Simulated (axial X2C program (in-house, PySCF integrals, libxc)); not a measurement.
## What spin–orbit coupling does to SbBr

Computed with an in-house all-electron X2C program for linear molecules (integrals from PySCF). Spin-free means the one-electron spin-free X2C Hamiltonian; two-component (2c) means X2C with spin–orbit coupling and atomic mean-field two-electron Coulomb and Gaunt terms, so the difference of the two also holds small scalar two-electron terms. Basis: Sb dyall-cv3z [11s12p8d4f1g], Br dyall-cv3z [8s9p6d4f1g] (cores contracted in-house); Gaussian nuclei, density fitting, unrestricted open shells. Masses: Sb 120.904 u, Br 78.918 u.

Spin-free state: M_S = 1, Λ = 0 (beyond evenly filled blocks: π+α, π-α); fragments Sb + Br.

```tsv
level	Re (Å)	ωe (cm⁻¹)	De (eV)	μ (D)
PBE0	2.487	261.5	2.822	-1.79
BP86	2.514	249.0	3.008	-1.65
```

Dipoles are positive if Br is the positive end.

Two-component determinant lowest at the distance of the search:

Ω = 1 (⟨Sz⟩ = 0.99, ⟨Lz⟩ = 0.01 at PBE0); fragments Sb + Br.

| level | Re (Å) | ωe (cm⁻¹) | De (eV) | μ (D) |
| --- | --- | --- | --- | --- |
| PBE0 | 2.490 | 259.5 | 2.667 | -1.79 |
| BP86 | 2.518 | 246.7 | 2.829 | -1.65 |

**Question.** From the two tables, how do the constants change at the PBE0 level (2c against spin-free)?

**Answer.** At the PBE0 level Re increases by 0.003 Å and ωe decreases by 2.0 cm⁻¹; De changes by -0.155 eV.

One determinant describes the state; a PBE0 search over occupations chose it and may have missed a lower one. De is counted from the lowest determinant-based energies of the atoms at the same level, without counterpoise correction. Density functionals use the spin component along the axis (collinear). Other states lie close and PBE0, whose exact exchange favours high spin, may order them wrongly; the determinant shown need not be the ground state. The nearest other spin-free determinant of the search, M_S = 0, Λ = 2, lies 0.79 eV up at the distance of the search. The functionals have no current-density term, which raises determinants with orbital currents, atoms included. With several unpaired electrons one determinant need not be a pure state. Open-shell Ω = 0 determinants with evenly filled partner blocks cannot be reached by this program, so the Ω shown need not be the lowest component. This is the Ω = 1 component of a π² triplet; the 0⁺ component is not one determinant and can lie lowest.
